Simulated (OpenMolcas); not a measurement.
## Er2+: moving or changing the point charges

Er2+ among 8 point charges of -0.5 e arranged as a cube (Oh), 2.66 Å from the ion.
```
   1.5358    1.5358    1.5358  -0.50
   1.5358    1.5358   -1.5358  -0.50
   1.5358   -1.5358    1.5358  -0.50
   1.5358   -1.5358   -1.5358  -0.50
  -1.5358    1.5358    1.5358  -0.50
  -1.5358    1.5358   -1.5358  -0.50
  -1.5358   -1.5358    1.5358  -0.50
  -1.5358   -1.5358   -1.5358  -0.50
```

* Program: OpenMolcas
* Method: CASSCF
* Basis: ANO-RCC-VDZP [7s6p4d2f1g]
* Scalar Hamiltonian: DKH2, point nucleus
* Active space: 12 electrons in 7 orbitals (4f)
* State averaging: 2S+1 = 3 even, 21 roots; 2S+1 = 1 even, 27 roots kept (CI in the orbitals of an earlier block)
* Spin-orbit coupling: RASSI with atomic mean-field integrals over the reference wave functions

Runs around this geometry, states (labels of O, the rotations of Oh). Energies in cm-1 above the lowest state or level, χT in cm3 K/mol; under a threefold ground state the first gap can be a small split of the lowest multiplet, not the spin-orbit step.

```tsv
R (Å)	Ground state	First state of that spin	First gap with spin-orbit (degeneracies)	Width of lowest J	χT at 300 K
2.66	3T2	3T1 3.2	1.8 (1, 3)	62	7.144
2.96	2S+1 = 3	3E 34.0	0.1 (1, 5)	35	7.147
3.04	2S+1 = 3	3E 29.6	0.1 (1, 5)	31	7.147
```

Taking the width of the lowest J multiplet as R^-n, n = -ln(31 / 62) / ln(3.04 / 2.66) = 5.2 between the shortest and longest distance.

Point charges carry no covalency, so the field is a model and not that of real ligands. A group larger than the point group allows holds several states that coincide in this model. No measured value stands beside these numbers.

A state without a sure symmetry label is named by its multiplicity alone.
